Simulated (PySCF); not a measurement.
PySCF input file for CH3Si, SMILES [CH]=[SiH2], multiplicity 2, TDA-LC-ωPBE/def2-TZVPD. Geometry optimised at ωB97X-D3(BJ)/def2-TZVP. The isomer is the one that the SMILES or the coordinates give; other isomers of the formula were not compared.

```python
import numpy as np
from pyscf import gto, scf, dft, tdscf

mol = gto.M(
    atom='''
    C     0.00000000   -0.00000000   -1.17900884
    Si   -0.00000000    0.00000000    0.48280027
    H     0.00000000   -0.00000000   -2.25172012
    H     0.00000000   -1.24032070    1.28328468
    H     0.00000000    1.24032070    1.28328467
    ''',
    basis='def2-TZVPD',
    charge=0,
    spin=1,
    max_memory=1600,
    verbose=4,
)
mf = dft.UKS(mol, xc='lc_wpbe').density_fit(auxbasis='def2-universal-jkfit')
mf.grids.level = 3
mf.conv_tol = 1e-9
mf.max_cycle = 100
mf.kernel()
fine, coarse = mf.grids, dft.Grids(mol).set(level=1).build(with_non0tab=True)
for _ in range(3):  # follow internal instabilities
    mf.grids = coarse
    mo, _, stable, _ = mf.stability(return_status=True, nroots=4)
    mf.grids = fine
    if stable:
        break
    mf.kernel(mf.make_rdm1(mo, mf.mo_occ))
mf.grids = dft.Grids(mol).set(level=1).build(with_non0tab=True)  # coarser grid for the response kernel
td = tdscf.TDA(mf)
td.nstates = 10
td.conv_tol = 1e-4
td.kernel(x0=td.get_init_guess(mf, 15))
td.analyze()
```

Log of the run:

```
PySCF version 2.14.0

[INPUT] verbose = 4
[INPUT] num. atoms = 5
[INPUT] num. electrons = 23
[INPUT] charge = 0
[INPUT] spin (= nelec alpha-beta = 2S) = 1
[INPUT] symmetry False subgroup None
[INPUT] Mole.unit = angstrom
[INPUT] Symbol           X                Y                Z      unit          X                Y                Z       unit  Magmom
[INPUT]  1 C      0.000000000000   0.000000000000  -1.179008840000 AA    0.000000000000   0.000000000000  -2.228003806041 Bohr   0.0
[INPUT]  2 Si     0.000000000000   0.000000000000   0.482800270000 AA    0.000000000000   0.000000000000   0.912360283166 Bohr   0.0
[INPUT]  3 H      0.000000000000   0.000000000000  -2.251720120000 AA    0.000000000000   0.000000000000  -4.255134335973 Bohr   0.0
[INPUT]  4 H      0.000000000000  -1.240320700000   1.283284680000 AA    0.000000000000  -2.343866429629   2.425056585050 Bohr   0.0
[INPUT]  5 H      0.000000000000   1.240320700000   1.283284670000 AA    0.000000000000   2.343866429629   2.425056566153 Bohr   0.0

nuclear repulsion = 45.2538738458317
number of shells = 43
number of NR pGTOs = 154
number of NR cGTOs = 107
basis = def2-TZVPD
ecp = {}


[settings echo left out]
init E= -329.052056827784
  alpha nocc = 12  HOMO = -0.197664909658922  LUMO = -0.0390509377714885
  beta  nocc = 11  HOMO = -0.259375802012645  LUMO = -0.197664909658936

WARN: HOMO -0.197664909658922 >= LUMO -0.197664909658936

cycle= 1 E= -329.126408350673  delta_E= -0.0744  |g|= 0.183  |ddm|= 1.26
  alpha nocc = 12  HOMO = -0.318550788417529  LUMO = 0.0268909064903859
  beta  nocc = 11  HOMO = -0.318631109022771  LUMO = 0.0129710570964643
  HOMO = -0.318550788418  LUMO = 0.0129710570965  gap/eV = 9.02117
cycle= 2 E= -329.142430179821  delta_E= -0.016  |g|= 0.136  |ddm|= 0.263
  alpha nocc = 12  HOMO = -0.356760056416936  LUMO = 0.025566835844252
  beta  nocc = 11  HOMO = -0.345518955982595  LUMO = -0.013453612143369
  HOMO = -0.345518955983  LUMO = -0.0134536121434  gap/eV = 9.03596
cycle= 3 E= -329.152666473176  delta_E= -0.0102  |g|= 0.0324  |ddm|= 0.121
  alpha nocc = 12  HOMO = -0.350272904504308  LUMO = 0.0324598000238581
  beta  nocc = 11  HOMO = -0.338391365431637  LUMO = 0.00356559469632245
  HOMO = -0.338391365432  LUMO = 0.00356559469632  gap/eV = 9.30512
cycle= 4 E= -329.153898714738  delta_E= -0.00123  |g|= 0.00914  |ddm|= 0.0411
  alpha nocc = 12  HOMO = -0.351560668949224  LUMO = 0.0322895866472486
  beta  nocc = 11  HOMO = -0.338211847757751  LUMO = 0.00519602737756841
  HOMO = -0.338211847758  LUMO = 0.00519602737757  gap/eV = 9.34460
cycle= 5 E= -329.154128278076  delta_E= -0.00023  |g|= 0.00537  |ddm|= 0.017
  alpha nocc = 12  HOMO = -0.352148082631174  LUMO = 0.0324515149874109
  beta  nocc = 11  HOMO = -0.337310769673355  LUMO = 0.00589641428756593
  HOMO = -0.337310769673  LUMO = 0.00589641428757  gap/eV = 9.33914
cycle= 6 E= -329.154255913033  delta_E= -0.000128  |g|= 0.00418  |ddm|= 0.0117
  alpha nocc = 12  HOMO = -0.35366298859671  LUMO = 0.0327277046642962
  beta  nocc = 11  HOMO = -0.336739073104248  LUMO = 0.00601812174094007
  HOMO = -0.336739073104  LUMO = 0.00601812174094  gap/eV = 9.32690
cycle= 7 E= -329.154387447363  delta_E= -0.000132  |g|= 0.0033  |ddm|= 0.0146
  alpha nocc = 12  HOMO = -0.355914160301302  LUMO = 0.0334057359798976
  beta  nocc = 11  HOMO = -0.335424649944589  LUMO = 0.00639593151569429
  HOMO = -0.335424649945  LUMO = 0.00639593151569  gap/eV = 9.30141
cycle= 8 E= -329.154553081694  delta_E= -0.000166  |g|= 0.00206  |ddm|= 0.0254
  alpha nocc = 12  HOMO = -0.358534795558667  LUMO = 0.033793978434197
  beta  nocc = 11  HOMO = -0.334483393262765  LUMO = 0.00621626345186854
  HOMO = -0.334483393263  LUMO = 0.00621626345187  gap/eV = 9.27091
cycle= 9 E= -329.154630975985  delta_E= -7.79e-05  |g|= 0.000786  |ddm|= 0.0257
  alpha nocc = 12  HOMO = -0.358867734444858  LUMO = 0.0338240928019466
  beta  nocc = 11  HOMO = -0.333932611996588  LUMO = 0.00623294323560941
  HOMO = -0.333932611997  LUMO = 0.00623294323561  gap/eV = 9.25638
cycle= 10 E= -329.154635625567  delta_E= -4.65e-06  |g|= 0.000227  |ddm|= 0.00616
  alpha nocc = 12  HOMO = -0.359006646779278  LUMO = 0.0337975692632959
  beta  nocc = 11  HOMO = -0.333960694593014  LUMO = 0.00621676356425382
  HOMO = -0.333960694593  LUMO = 0.00621676356425  gap/eV = 9.25670
cycle= 11 E= -329.154635845711  delta_E= -2.2e-07  |g|= 6.19e-05  |ddm|= 0.00122
  alpha nocc = 12  HOMO = -0.359070765204617  LUMO = 0.0338320958363809
  beta  nocc = 11  HOMO = -0.333982534742269  LUMO = 0.00621831515529081
  HOMO = -0.333982534742  LUMO = 0.00621831515529  gap/eV = 9.25734
cycle= 12 E= -329.154635858644  delta_E= -1.29e-08  |g|= 1.89e-05  |ddm|= 0.000376
  alpha nocc = 12  HOMO = -0.359055342317258  LUMO = 0.0338201624239893
  beta  nocc = 11  HOMO = -0.333972015673609  LUMO = 0.00621253974680869
  HOMO = -0.333972015674  LUMO = 0.00621253974681  gap/eV = 9.25689
cycle= 13 E= -329.154635859302  delta_E= -6.59e-10  |g|= 5.8e-06  |ddm|= 7.39e-05
  alpha nocc = 12  HOMO = -0.359055195211036  LUMO = 0.033822434209533
  beta  nocc = 11  HOMO = -0.333972401933377  LUMO = 0.00621440348793101
  HOMO = -0.333972401933  LUMO = 0.00621440348793  gap/eV = 9.25695
Extra cycle  E= -329.154635859348  delta_E= -4.58e-11  |g|= 3.54e-06  |ddm|= 1.02e-05
converged SCF energy = -329.154635859348  <S^2> = 0.80306487  2S+1 = 2.052379
tot grids = 19008
uhf_internal: lowest eigs of H = [0.08587836 0.10900986 0.30549866 0.32963714]
<class 'pyscf.df.df_jk.DFUKS'> wavefunction is stable in the internal stability analysis
tot grids = 19008


******** <class 'pyscf.tdscf.uks.TDA'> for <class 'pyscf.df.df_jk.DFUKS'> ********
nstates = 10
deg_eia_thresh = 1.000e-03
wfnsym = None
conv_tol = 0.0001
eigh lindep = 1e-12
eigh level_shift = 0
eigh max_cycle = 100


Excitation energies (eV)
[1.74544728 2.88823689 4.29869093 5.48999201 5.71612508 6.2690372
 6.45473351 6.6186072  6.71405107 6.87104077]

** Excitation energies and oscillator strengths **
Excited State   1:      1.74545 eV    710.33 nm  f=0.0000
      11b ->   12b      0.98168
      11b ->   20b      0.15999
Excited State   2:      2.88824 eV    429.27 nm  f=0.0069
      12a ->   13a      0.60539
      12a ->   25a     -0.10671
      11b ->   13b     -0.75386
      11b ->   21b     -0.10566
      11b ->   23b      0.11223
Excited State   3:      4.29869 eV    288.42 nm  f=0.0000
      11a ->   13a     -0.97363
      11a ->   21a     -0.10672
      11a ->   25a      0.14939
Excited State   4:      5.48999 eV    225.84 nm  f=0.0179
      12a ->   15a     -0.35146
      12a ->   16a      0.23683
      12a ->   17a     -0.15247
      12a ->   22a      0.15209
      12a ->   24a      0.10323
      12a ->   27a     -0.10538
      11b ->   15b      0.60912
      11b ->   16b     -0.43635
      11b ->   17b      0.23976
      11b ->   22b     -0.22182
      11b ->   24b     -0.15001
      11b ->   27b      0.13247
Excited State   5:      5.71613 eV    216.90 nm  f=0.2589
      11a ->   20a     -0.13860
      11a ->   23a      0.13973
      12a ->   13a     -0.73386
      10b ->   12b     -0.17013
      11b ->   13b     -0.58260
Excited State   6:      6.26904 eV    197.77 nm  f=0.0261
      11b ->   14b     -0.68693
      11b ->   15b      0.31956
      11b ->   16b      0.57718
      11b ->   17b      0.13040
      11b ->   26b     -0.18382
Excited State   7:      6.45473 eV    192.08 nm  f=0.0091
      11a ->   15a     -0.26671
       8b ->   12b     -0.19305
       9b ->   12b      0.89601
       9b ->   20b      0.14874
Excited State   8:      6.61861 eV    187.33 nm  f=0.0220
      11a ->   14a      0.28014
      11a ->   15a     -0.81374
      11a ->   16a      0.18069
      11a ->   17a     -0.11501
      11a ->   22a      0.21158
      11a ->   24a      0.13926
      11a ->   26a      0.10864
      11a ->   27a     -0.10323
       9b ->   12b     -0.29600
Excited State   9:      6.71405 eV    184.66 nm  f=0.1458
      12a ->   14a     -0.38343
      12a ->   15a      0.74549
      12a ->   17a      0.12760
      12a ->   22a     -0.14182
      12a ->   26a     -0.12708
      11b ->   15b      0.37666
      11b ->   16b     -0.20443
Excited State  10:      6.87104 eV    180.44 nm  f=0.0498
      11b ->   14b      0.64781
      11b ->   15b      0.35456
      11b ->   16b      0.55178
      11b ->   22b     -0.25055
      11b ->   26b     -0.18384
      11b ->   27b     -0.10946

** Transition electric dipole moments (AU) **
state          X           Y           Z        Dip. S.      Osc.
  1        -0.0000     -0.0000      0.0000      0.0000      0.0000
  2        -0.0000     -0.0000     -0.3127      0.0978      0.0069
  3        -0.0000      0.0000     -0.0000      0.0000      0.0000
  4         0.3649      0.0000      0.0000      0.1332      0.0179
  5         0.0000     -0.0000     -1.3598      1.8491      0.2589
  6         0.4122      0.0000     -0.0000      0.1699      0.0261
  7        -0.0000     -0.2394      0.0000      0.0573      0.0091
  8        -0.0000     -0.3686      0.0000      0.1359      0.0220
  9         0.9415     -0.0000      0.0000      0.8864      0.1458
 10        -0.5441     -0.0000      0.0000      0.2961      0.0498

** Transition velocity dipole moments (imaginary part, AU) **
state          X           Y           Z        Dip. S.      Osc.
  1         0.0000     -0.0000      0.0000      0.0000      0.0000
  2        -0.0000     -0.0000     -0.0069      0.0000      0.0003
  3        -0.0000      0.0000     -0.0000      0.0000      0.0000
  4         0.0339      0.0000      0.0000      0.0011      0.0038
  5         0.0000     -0.0000     -0.0869      0.0075      0.0239
  6         0.1030      0.0000     -0.0000      0.0106      0.0307
  7        -0.0000     -0.0187      0.0000      0.0004      0.0010
  8        -0.0000     -0.1261      0.0000      0.0159      0.0436
  9         0.1706     -0.0000      0.0000      0.0291      0.0786
 10        -0.1108     -0.0000     -0.0000      0.0123      0.0324

** Transition magnetic dipole moments (imaginary part, AU) **
state          X           Y           Z
  1        -0.0000     -0.0000     -0.8083
  2         0.0000     -0.0000     -0.0000
  3        -0.0000      0.0000      0.5840
  4         0.0000      0.0569      0.0000
  5         0.0000      0.0000     -0.0000
  6         0.0000     -0.1499      0.0000
  7        -0.3330     -0.0000      0.0000
  8         0.8260     -0.0000      0.0000
  9         0.0000      0.4358      0.0000
 10         0.0000     -0.1363      0.0000
```

Self-consistency was reached.

Cost: around 70 core-seconds (rough).
